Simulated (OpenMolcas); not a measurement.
Nd3+ in octahedral coordination: ligands and hosts compared

```yaml
Program: OpenMolcas 26.06
Method: CASSCF
Active_space: 3 electrons in 7 orbitals (4f)
Spin-orbit_coupling: state interaction with AMFI integrals over the reference wave functions
```

Distances were set from a Shannon-type radius of the metal (high-spin where two are listed) plus a fixed donor radius (Cl 1.76, O 1.38, F 1.31 Å), in hosts weighted 0.65 to 0.35 with the host's distance in the model lattice. Anionic complexes are neutralised by point charges, and hosts are embedded clusters. Ligand basis ANO-RCC-VDZP. States (labels of O, the rotations of Oh). Energies in cm-1 above the lowest state or level, χT in cm3 K/mol.

| Ligand or host | R (Å) | Metal basis | Outer charge (e at Å behind ligand) | Ground state | First state of that spin | First gap with spin-orbit (degeneracies) | Width of lowest J | χT at 300 K |
| --- | --- | --- | --- | --- | --- | --- | --- | --- |
| Cl | 2.74 | ANO-RCC-VDZP | 0.5 at 3.2 | 4A2 | 4T2 95.2 | 74.2 (4, 2) | 180 | 1.646 |
| O | 2.36 | ANO-RCC-VDZP | 1.5 at 2.8 | 4A2 | 4T2 30.6 | 9.0 (2, 4) | 238 | 1.638 |
| F | 2.29 | ANO-RCC-VDZP | 0.5 at 3.2 | 4A2 | 4T2 184.1 | 128.1 (4, 2) | 394 | 1.552 |
| SrO | 2.439 | ANO-RCC-VDZP |  | 4A2 | 4T2 176.0 | 104.5 (4, 2) | 447 | 1.534 |
| CsCaF3 | 2.282 | ANO-RCC-VDZP |  | 4A2 | 4T2 292.9 | 249.7 (4, 2) | 490 | 1.461 |
| Cs2NaYF6 | 2.253 | ANO-RCC-VDZP |  | 4A2 | 4T2 313.9 | 260.2 (4, 2) | 543 | 1.431 |
| KCdF3 | 2.243 | ANO-RCC-VDZP |  | 4A2 | 4T2 312.9 | 249.3 (4, 2) | 568 | 1.424 |
| CaO | 2.378 | ANO-RCC-VDZP |  | 4A2 | 4T2 260.5 | 173.5 (4, 2) | 592 | 1.446 |

The rows also differ in their outer charges, so part of each step comes from that.

The width of the lowest J multiplet rises in the order Cl < O < F < SrO < CsCaF3 < Cs2NaYF6 < KCdF3 < CaO, by a factor of 3.29 from first to last.

High states are left out of the spin-orbit mixing, which shifts the levels that they would mix with. Without dynamic correlation the ligand-field splitting of an f shell can come out too small, at times by half. The oxide ions are held by bare point charges, a crude embedding (holds for O). A group larger than the point group allows holds several states that coincide in this model. No measured value stands beside these numbers; the geometry is a model, was not optimised and need not be the one that this ion takes.
